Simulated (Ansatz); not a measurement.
B5N6⁻. The state is a triplet with charge -1. Geometry B3LYP-D4/def2-SVPD, that of the charge -1 singlet; atoms count from 1.

Cartesian coordinates in Å:
```
B -0.205 1.796 -1.091
B -1.733 1.202 0.462
B -1.211 -0.821 1.474
B 1.797 -0.716 -0.846
B 0.726 -1.884 0.763
N -0.367 -1.842 1.550
N 1.762 -1.839 -0.042
N 0.886 1.422 -1.648
N -1.377 2.100 -0.426
N 1.737 0.356 -1.544
N -2.015 0.227 1.348
```

The highest occupied level of the charge -1 triplet lies above zero (up to 1.14 eV). Energy differences put its binding near zero (0.00 eV; vertical, to the charge 0 doublet, at PBE0-D4/def2-TZVPD), which leaves it undecided. At PBE0-D4/def2-TZVPD a singlet of charge -1 lies 2.96 eV below the triplet at the same geometry. Another isomer (singlet) lies 0.06 eV lower at r2SCAN-D4/def2-TZVPD; other spin states weren't run for this one.

(1) Estimate the Mulliken populations from the PBE0/def2-TZVPD orbitals of Ansatz.

(2) Where does the spin sit?

(3) And the Mayer bond orders between bonded heavy atoms (over 0.3)?

## Answers

(1) 
```tsv
atom	charge (e)	spin (α − β)
B1	-1.44	1.19
B2	-1.63	1.20
B3	-1.69	1.26
B4	-1.44	1.19
B5	-1.63	1.20
N6	1.50	-1.08
N7	1.32	-0.88
N8	0.59	-0.06
N9	1.32	-0.88
N10	0.59	-0.06
N11	1.50	-1.08
```
Mulliken values and Mayer orders depend strongly on the basis. With diffuse functions, as here, like atoms can get unlike values, and bond orders can come out too low or too high.

(2) Summed by element: B 6.05, N -4.05, of 2 unpaired in all. Largest on single atoms: B3 1.26, B5 1.20, B2 1.20.

(3) B1–N8 1.01 (1.28 Å); B4–N10 1.01 (1.28 Å); N8–N10 1.35 (1.37 Å). Values over 0.3 also appear between atoms too far apart for a bond (B1–B2 3.04 at 2.26 Å; B1–B3 2.83 at 3.80 Å; B1–B4 2.72 at 3.22 Å; B1–B5 2.74 at 4.22 Å; B2–B3 3.32 at 2.32 Å; B2–B4 2.74 at 4.23 Å; B2–B5 2.96 at 3.96 Å; B3–B4 2.83 at 3.80 Å); they arise where an orbital or an unpaired electron spreads over both atoms.
